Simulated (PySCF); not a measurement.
**Polarisability and C₆ of Ne (neon, neutral)**

[Ne], closed-shell 1S. Calculation: PySCF 2.14, in aug-cc-pVQZ with one added diffuse shell each of s, p, d, f, g type (7s6p5d4f3g, 105 functions); no relativity, point nucleus. Coupled (time-dependent) response in atomic units; α is the mean over directions.

```
method  mean α (bohr³)  C₆ (like pair)  S(−4)
   UHF           2.379           5.536  2.096
   PBE           3.072           7.436  4.592
  PBE0           2.811           6.722  3.488
revPBE           3.076           7.438  4.655
M06-2X           2.715           6.455  3.084
```

S(−4) is the Cauchy moment in α(ω) = α(0) + S(−4) ω² + …

Reference α: 2.661 bohr³ (recommended; Schwerdtfeger and Nagle, table of static dipole polarizabilities (2023 update)). Published C₆: 6.200 (Chu and Dalgarno (2004); Tang, Norbeck and Certain (1976)).

α(iu) at revPBE:

| u (hartree) | α(iu) (bohr³) |
| --- | --- |
| 0 | 3.076 |
| 0.0500 | 3.064 |
| 0.100 | 3.030 |
| 0.200 | 2.907 |
| 0.300 | 2.734 |
| 0.500 | 2.344 |
| 0.750 | 1.904 |
| 1.00 | 1.558 |
| 1.50 | 1.085 |
| 2.00 | 0.7944 |
| 3.00 | 0.4763 |
| 5.00 | 0.2250 |

A single London oscillator, α(iu) = α/(1 + u²/ω²), gives C₆ = (3/4) ω α². Matching the computed C₆ needs ω = 4 × 7.438 / (3 × 3.076²) = 1.05 hartree.
